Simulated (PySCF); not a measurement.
# Working out the ionisation energy of Si⁺

Si⁺ [Ne] 3s2 3p1 (2P) → Si²⁺ [Ne] 3s2 (1S). Computed with PySCF 2.14 in x2c-TZVPPall (5s5p3d1f, 42 functions), with the spin-free X2C one-electron Hamiltonian (Gaussian nucleus). Frozen: 1s2. Energies in hartree (1 hartree = 27.21139 eV):

```csv
part,Si⁺ (lower),Si²⁺ (upper)
UHF,-289.173839,-288.592427
CCSD correlation,-0.211914,-0.198367
(T),-0.002904,-0.002003
```

Problem. What does Hartree-Fock give?

Solution. (-288.592427) − (-289.173839) = 0.581412 hartree = 15.821 eV.

Problem. What do CCSD and CCSD(T) give?

Solution. The CCSD correlation energies differ by 0.013547 hartree = 0.369 eV and the triples by 0.000901 hartree = 0.025 eV, so CCSD gives 16.190 eV and CCSD(T) 16.215 eV.

Measured between the centres of the two terms (NIST): 16.322 eV, so CCSD(T) (valence and next inner shell) is off by -0.107 eV.

What remains against the reference includes basis incompleteness, the frozen core and higher excitations.
